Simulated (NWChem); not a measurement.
Molecule: C3H7NSi; SMILES C[C@@H]1N=C[SiH2]1

```xyz
12

C      0.4876    -1.9408    -0.2804
C      0.0525    -0.7043     0.4792
N     -1.3126    -0.2501     0.0967
C     -1.1665     0.9788    -0.2503
Si     0.6978     1.0456     0.0134
H      0.5319    -1.7565    -1.3653
H      1.4838    -2.2740     0.0484
H     -0.2244    -2.7646    -0.1114
H      0.0579    -0.9133     1.5634
H     -2.0252     1.5847    -0.5745
H      1.2598     1.9525     1.0654
H      1.5598     1.1601    -1.2063
```
Atoms are numbered in this order, from 1.

All runs: NWChem. Pople sets run with spherical d functions. All runs use the structure optimised with PBE0/def2-SVP. Not confirmed as a minimum by frequencies. Field at 589 nm.

Problem. What does the run give for B3LYP/6-31G*? Quantities: isotropic polarisability (bohr³); anisotropy (bohr³).

Solution. The isotropic polarisability (bohr³) is 59.0. The anisotropy (bohr³) comes out as 20.8.
